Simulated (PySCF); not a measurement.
A structure optimised at TPSSh-D3(BJ)/def2-SVPD, used in a PySCF frequency run:

```
Si
F 1 1.6618
F 1 1.6618 2 120.00
F 1 1.6618 2 120.00 3 -180.00
F 1 1.6953 2 90.00 3 90.00
F 1 1.6953 2 90.00 5 180.00
```
Charge -1, spin multiplicity 1.

**Question.** Write its SMILES, formula and point group.

**Answer.** F[Si-](F)(F)(F)F, F5Si, D3h

**Question.** What are its rotational constants (standard atomic weights)?

**Answer.** 3.2107, 2.6896, 2.6896 GHz
